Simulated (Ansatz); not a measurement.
The same path of C2H7FN2Zn (13 atoms, charge 0, multiplicity 1) was run twice with different band settings. The coordinate that changes most is the height of N4 over the plane of its neighbours.

Method: RKS PBE-D4/def2-SVP (Ansatz 0.2.0).

Relaxed end points:

```xyz
13
Properties=species:S:1:pos:R:3
C -0.998 -1.363 0.617
N -0.919 -0.148 -0.181
C 0.220 0.703 -0.002
N 1.547 0.106 0.112
F 0.052 1.336 1.265
Zn 0.402 2.223 -1.272
H -0.955 -1.093 1.691
H -0.190 -2.114 0.424
H -1.972 -1.860 0.442
H -1.132 -0.300 -1.168
H 1.611 -0.478 0.961
H 1.724 -0.507 -0.695
H 0.629 3.463 -2.179
```

```xyz
13
Properties=species:S:1:pos:R:3
C -1.149 -1.225 0.649
N -0.840 -0.149 -0.293
C 0.406 0.562 -0.086
N 1.565 -0.261 -0.166
F 0.287 1.124 1.247
Zn 0.289 2.170 -1.249
H -1.112 -0.813 1.676
H -0.468 -2.112 0.606
H -2.180 -1.589 0.466
H -0.850 -0.502 -1.257
H 1.566 -0.980 0.575
H 2.426 0.287 -0.053
H 0.079 3.452 -2.098
```

Common settings: spring 5.0 eV/Å²; optimiser quadratic models (default); start path through a guess of the saddle point; force threshold 0.03 eV/Å; end points relaxed.

| run | movable images | climbing image | iteration limit |
| --- | --- | --- | --- |
| 1 | 9 | yes | 46 |
| 2 | 6 | no | 60 |

What does each run give, and how far can it be trusted?

Run 1: converged after 25 iterations, highest image 0.057 eV above the first end. A vibrational analysis at the climbing image gives one clearly imaginary mode, 373i cm⁻¹: a first-order saddle point.
Run 2: converged after 25 iterations, highest image 0.040 eV above the first end. No image climbed, so the highest image needn't sit at the top of the path.
